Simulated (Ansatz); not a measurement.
`[OH][Al]([F])[Cl]` + H₂S → `[OH][Al]([F])[SH]` + HCl at 600 K and 1 bar (ligand exchange at the Al–Cl bond).

Program: Ansatz. Geometries: PBE0-D4/def2-TZVP. ΔE: electronic, gas phase. CCSD(T)/CBS adds triple-zeta CCSD(T) − MP2 to the extrapolated MP2 energy (def2 sets, frozen cores). This one scheme is used for every species. One conformer a species, not always the lowest.

```json
{"species": "`[OH][Al]([F])[Cl]`", "CCSD(T)/CBS energy (Eh)": "-877.57483", "H − E (kJ/mol)": "89.3", "S (J/(mol·K))": "370.3"}
{"species": "H₂S", "CCSD(T)/CBS energy (Eh)": "-398.97279", "H − E (kJ/mol)": "60.8", "S (J/(mol·K))": "230.9"}
{"species": "`[OH][Al]([F])[SH]`", "CCSD(T)/CBS energy (Eh)": "-816.14836", "H − E (kJ/mol)": "116.4", "S (J/(mol·K))": "392.5"}
{"species": "HCl", "CCSD(T)/CBS energy (Eh)": "-460.38127", "H − E (kJ/mol)": "35.4", "S (J/(mol·K))": "207.2"}
```

H − E and S are ideal-gas, rigid-rotor, harmonic terms from PBE0-D4/def2-TZVP, for one conformer and one mirror image of each species. 1 Eh = 2625.50 kJ/mol, R = 8.31446 J/(mol·K).

Q: By hand: ΔE, ΔH, ΔS and ΔG.

A: ΔE = (-816.14836) + (-460.38127) − (-877.57483) − (-398.97279) = 0.01799 Eh = 47.2 kJ/mol. Δ(H − E) = 116.4 + 35.4 − 89.3 − 60.8 = 1.7, so ΔH = 48.9 kJ/mol. ΔS = 392.5 + 207.2 − 370.3 − 230.9 = -1.5 J/(mol·K). ΔG = 48.9 − 600 × (-1.5)/1000 = 49.8 kJ/mol.

Q: By hand: the equilibrium constant, and the temperature at which ΔG would vanish if ΔH and ΔS stayed fixed.

A: log₁₀ K = −ΔG/(RT ln 10) = -4.3. ΔH and −TΔS have one sign here, so there is no such temperature.

The number of gas molecules stays the same, so ΔS is small and ΔH decides. A doubt of 5 kJ/mol in ΔE shifts log₁₀ K by 0.4 here. Other conformers and mirror images would add mixing entropy, several J/(mol·K) or more a flexible species. These are equilibria of isolated gas molecules and say nothing of rates. Largest T1 diagnostic: 0.012 (customary marks: 0.02 for closed shells, 0.045 for open ones).

ΔS is within the doubt of such terms, so its sign, and with it that verdict, could turn.
